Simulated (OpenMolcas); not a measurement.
Fe2+.

```json
{
 "Program": "OpenMolcas",
 "Method": "CASSCF",
 "Basis": "ANO-RCC-VQZP [7s6p4d3f2g1h]",
 "Scalar Hamiltonian": "DKH2, point nucleus",
 "Active space": "6 electrons in 5 orbitals (3d)",
 "State averaging": "2S+1 = 5 even, 5 roots; 2S+1 = 3 even, 45 roots; 2S+1 = 1 even, 50 roots",
 "Spin-orbit coupling": "state interaction with AMFI integrals over the reference wave functions, term energies averaged over their components"
}
```

Levels without dynamic correlation, in cm⁻¹ above 3d⁶ ⁵D₄:

```csv
Level,E
3d⁶ ³F₄(1),25878
3d⁶ ³H₆,22591
3d⁶ ³P₂(1),24743
3d⁶ ³G₅,28522
```

On this reference, MS-CASPT2, IPEA 0.25 Eh, imaginary shift 0.1 Eh (closed shells correlated: 3s 3p) puts 3d⁶ ³F₄(1) at 21170 cm⁻¹.

Estimate the other levels at that method by one scale factor, and say how well it serves.

The factor is 21170 / 25878 = 0.818. Scaled values beside those that MS-CASPT2 gives and measured ones (Corliss and Sugar, J. Phys. Chem. Ref. Data 11, 135 (1982)):
| Level | Scaled | MS-CASPT2 | Miss (%) | Measured |
| --- | --- | --- | --- | --- |
| 3d⁶ ³H₆ | 18479 | 19830 | -6.8 | 20051 |
| 3d⁶ ³P₂(1) | 20240 | 18920 | +7.0 | 19405 |
| 3d⁶ ³G₅ | 23331 | 24420 | -4.5 | 24559 |
For these levels the scaled values miss MS-CASPT2 by up to 7.0 %, as correlation changes each term by its own factor, spin-orbit parts do not scale and CASPT2 has its own spread within terms. This holds within one configuration; levels of others move differently, and the target method has errors of its own against measurement.

CASPT2 does not keep the components of a term degenerate, so their means are used; among the terms shown or strongly mixed into the levels shown the widest spread is 440 cm-1 (3d⁶ ³G, MS-CASPT2). Without dynamic correlation excited terms often stand tens of per cent too high (terms of higher spin than the ground term too low), and those without a measured partner can miss by more than the paired ones (holds for CASSCF). Measured partners are found by configuration, term and J. A level has none where our copy of the source lacks it or the pairing is in doubt (some pairs that miss far off the trend of their configuration count as doubtful), and it then counts in no deviation. Only configurations of the active space appear.

A number in round brackets counts repeated terms of one configuration in the order of the reference energies.
